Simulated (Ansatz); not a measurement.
Frontier orbitals of CH$_{4}$B$_{2}$OSi.

| atom | x (Å) | y (Å) | z (Å) |
| --- | --- | --- | --- |
| B1 | 1.054 | 0.755 | 1.031 |
| B2 | 0.273 | -0.110 | -0.139 |
| Si3 | -1.573 | -0.144 | -0.228 |
| C4 | 0.947 | -0.895 | -1.170 |
| O5 | 1.476 | -1.507 | -1.974 |
| H6 | 0.418 | 1.371 | 1.839 |
| H7 | 2.249 | 0.800 | 1.114 |
| H8 | -2.419 | 0.595 | 0.739 |
| H9 | -2.424 | -0.865 | -1.212 |

Total charge 0; spin multiplicity 1. The bonds changed during the relaxation, so this is another structure than the one it started from. The structure was optimised at the PBE0-D4/def2-TZVP level. Basis def2-TZVPP, the Gaussian-basis code of Ansatz.

```csv
functional,HOMO (eV),LUMO (eV)
LC-ωPBE,-8.91,-0.73
```

**Question.** Give HOMO and LUMO (eV) with LDA (SPW92), PBE, revPBE, BLYP, r2SCAN, B97M-V, PBE0, B3LYP, r2SCANh, r2SCAN0, HSE06 (plane-wave form), BHLYP, CAM-B3LYP, ωB97X-V, ωB97M-V, HF. (Estimate.)

**Answer.** Computed: 
```
             functional   HOMO   LUMO
            LDA (SPW92)  -6.21  -3.77
                    PBE  -6.01  -3.54
                 revPBE  -5.94  -3.46
                   BLYP  -5.81  -3.37
                 r2SCAN  -6.14  -3.40
                 B97M-V  -6.10  -3.38
                   PBE0  -6.77  -2.76
                  B3LYP  -6.57  -2.92
                r2SCANh  -6.43  -3.12
                r2SCAN0  -6.87  -2.69
HSE06 (plane-wave form)  -6.39  -3.13
                  BHLYP  -7.35  -1.84
              CAM-B3LYP  -7.79  -1.73
                ωB97X-V  -8.65  -0.76
                ωB97M-V  -8.59  -0.90
                     HF  -8.23   0.42
```

B3LYP here is the variant with VWN-RPA as its local correlation; programs differ in this. LC-ωPBE has ω = 0.4 bohr⁻¹.
